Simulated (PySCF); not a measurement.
Isomers of C8H8F2, mass 142.059 u with the commonest isotopes. Method used: PBE0/pcSseg-1 in PySCF (dipole) on a GFN2-xTB geometry, gas phase. One conformer each, none proved a minimum here; rigid rotors.

Question: Order these by rotational constant B, smallest first.
A. `[CH3:1][C:2]#[C:3][C@@H:4]([F:5])[C:6]1=[CH:7][CH2:8][C@@H:9]1[F:10]` with C3–C4–C6–C7 -118°
B. `[CH:1]#[C:2][C@H:3]([CH3:4])[C:5](=[CH2:6])[CH:7]=[C:8]([F:9])[F:10]` with C2–C3–C5–C6 22°, C3–C5–C7–C8 5°
C. `[CH:1]#[C:2][CH2:3][C:4](=[CH2:5])/[CH:6]=[C:7](/[F:8])[CH2:9][F:10]` with C2–C3–C4–C5 -111°, C3–C4–C6–C7 8°, C6–C7–C9–F10 63°
D. `[CH:1]#[C:2][CH2:3][C:4](=[CH2:5])[CH2:6][CH:7]=[C:8]([F:9])[F:10]` with C2–C3–C4–C5 -112°, C3–C4–C6–C7 76°, C4–C6–C7–C8 -114°

Answer: B (759.3 MHz), A (795.3 MHz), D (815.9 MHz), C (1037 MHz).

Question: Order these by radius of gyration √(Σ m r²/M), smallest first.
A. `[CH:1]#[C:2][CH2:3][C:4](=[CH2:5])/[CH:6]=[C:7](/[F:8])[CH2:9][F:10]` with C2–C3–C4–C5 -111°, C3–C4–C6–C7 8°, C6–C7–C9–F10 63°
B. `[CH:1]#[C:2][C@H:3]([CH3:4])[C:5](=[CH2:6])[CH:7]=[C:8]([F:9])[F:10]` with C2–C3–C5–C6 22°, C3–C5–C7–C8 5°
C. `[CH3:1][C:2]#[C:3][C@@H:4]([F:5])[C:6]1=[CH:7][CH2:8][C@@H:9]1[F:10]` with C3–C4–C6–C7 -118°

Answer: A (2.246 Å), B (2.394 Å), C (2.431 Å).

Question: Order these by rotational constant C, largest first.
A. `[CH3:1][C:2]#[C:3][C@@H:4]([F:5])[C:6]1=[CH:7][CH2:8][C@@H:9]1[F:10]` with C3–C4–C6–C7 -118°
B. `[CH:1]#[C:2][CH2:3][C:4](=[CH2:5])/[CH:6]=[C:7](/[F:8])[CH2:9][F:10]` with C2–C3–C4–C5 -111°, C3–C4–C6–C7 8°, C6–C7–C9–F10 63°
C. `[CH:1]#[C:2][CH2:3][C:4](=[CH2:5])[CH2:6][CH:7]=[C:8]([F:9])[F:10]` with C2–C3–C4–C5 -112°, C3–C4–C6–C7 76°, C4–C6–C7–C8 -114°

Answer: B (826.3 MHz), A (658.7 MHz), C (635.2 MHz).

| SMILES | point group | Ia (u·Å²) | Ib (u·Å²) | Ic (u·Å²) | κ | μa (D) | μb (D) | μc (D) |
| --- | --- | --- | --- | --- | --- | --- | --- | --- |
| CC#C[C@@H](F)C1=CC[C@@H]1F | C1 | 276.07 | 635.48 | 767.20 | -0.77 | 1.01 | 1.48 | 1.64 |
| C#C[C@H](C)C(=C)C=C(F)F | C1 | 193.89 | 665.56 | 769.28 | -0.89 | 0.56 | 0.61 | 0.53 |
| C#CCC(=C)/C=C(/F)CF | C1 | 334.24 | 487.35 | 611.63 | -0.39 | 1.23 | 0.16 | 0.61 |
| C#CCC(=C)CC=C(F)F | C1 | 271.99 | 619.38 | 795.63 | -0.70 | 0.83 | 1.25 | 0.13 |
